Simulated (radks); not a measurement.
Excited configurations of Re2+: one electron is placed in a higher orbital outside [Xe] 4f14 5d4. The ground configuration is [Xe] 4f14 5d5. All-electron calculation, scalar-relativistic Kohn-Sham, SCAN, spin-polarised, spherical densities, finite nucleus; open shells are filled with parallel spins first (spin-orbit coupling, left out, can overturn this in heavy ions); meta-GGA in the generalised Kohn-Sham scheme; Fermi nuclear charge, rms radius 5.3698 fm. Program: a radial shooting solver on a logarithmic mesh with Libxc functionals. Excitation = E - E(ground); binding = E(ion) - E, where the ion is the core of charge +3; n* = 3/sqrt(2 binding) in atomic units, and the quantum defect is n - n*.

outer orbital  excitation (eV)  binding (eV)     n*  quantum defect  eigenvalue (eV)  <r> (bohr)
5f                      20.414         8.214  3.861           1.139           -6.404       5.235
6s                       2.116        26.512  2.149           3.851          -22.689       2.603
6p                      10.006        18.622  2.564           3.436          -15.743       3.179
6f                      23.172         5.456  4.737           1.263           -4.488       9.282
7p                      19.140         9.487  3.593           3.407           -8.169       6.387
7d                      22.189         6.439  4.361           2.639           -5.466       8.789
7f                      24.814         3.813  5.667           1.333           -3.221       14.36

Estimate the row for 6d.

Answer. excitation (eV) 17.818; binding (eV) 10.809; n* 3.366; quantum defect 2.634; eigenvalue (eV) -8.916; <r> (bohr) 4.872. The Delta-SCF ionisation energy is 28.628 eV (NIST Atomic Spectra Database: 27 eV, theoretical). Self-interaction in the functional shifts the binding energies and quantum defects, so they are the method's values and not measured ones. Open shells are spherical and high-spin; term and fine-structure splittings are not resolved. Spin-orbit splitting is averaged out at the scalar-relativistic level.
